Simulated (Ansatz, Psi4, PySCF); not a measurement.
C5H15Si2, doublet, geometry from GFN2-xTB. Base run: PySCF with B3LYP/STO-3G.

Geometry (Å):
```xyz
22

C      2.1745    -1.1288     1.1944
Si     1.2976     0.3461     0.3394
C      2.3241     0.7012    -1.2403
Si    -0.9643     0.0267    -0.0394
C     -1.4904    -1.4229    -1.1903
C     -1.8280    -0.2640     1.6409
C     -1.6850     1.6238    -0.8034
H      1.6549    -1.4210     2.1019
H      2.2011    -1.9954     0.5364
H      3.1999    -0.8929     1.4641
H      2.3476    -0.1723    -1.8892
H      1.8972     1.5217    -1.8092
H      3.3526     0.9624    -1.0082
H     -1.1418    -2.3750    -0.7987
H     -2.5697    -1.4916    -1.3046
H     -1.0635    -1.3038    -2.1827
H     -1.6250     0.5477     2.3321
H     -1.4859    -1.1830     2.1065
H     -2.9057    -0.3369     1.5288
H     -1.2532     1.8240    -1.7790
H     -2.7612     1.5547    -0.9313
H     -1.4847     2.4851    -0.1744
```
Charge 0, spin multiplicity 2.
Orbitals are unrestricted.
All else is at PySCF's defaults.

The same geometry, method and basis name were run in Ansatz (a first-principles code) and Psi4 and PySCF, at each program's defaults and at the settings that a row names. The base is PySCF at its defaults. Differences at the defaults can come from grids, fitting, cores and function types together.

```tsv
code and settings	ΔE vs base (mEh)	basis functions	E (Eh)	SCF cycles	dipole (D)
PySCF, defaults (exact integrals, its default grid, spherical functions)	0.000	58	-769.53203	10	0.40
Psi4, defaults (density fitting with its default set, its default grid, spherical functions)	-2.661	58	-769.53469	8	0.40
Ansatz, defaults (factorised integrals, its default grid, spherical functions)	0.007	58	-769.53202	-	-
PySCF, density fitting with def2-universal-jkfit	-2.654	58	-769.53469	10	0.40
PySCF, fine grid	0.002	58	-769.53203	10	0.40
Psi4, exact integrals, spherical functions, fine grid	0.000	58	-769.53203	12	0.40
Ansatz, high accuracy	0.001	58	-769.53203	-	-
```

Open shells are given as the SCF converged; they aren't shown to be the lowest states, and a large step between rows can be another state.
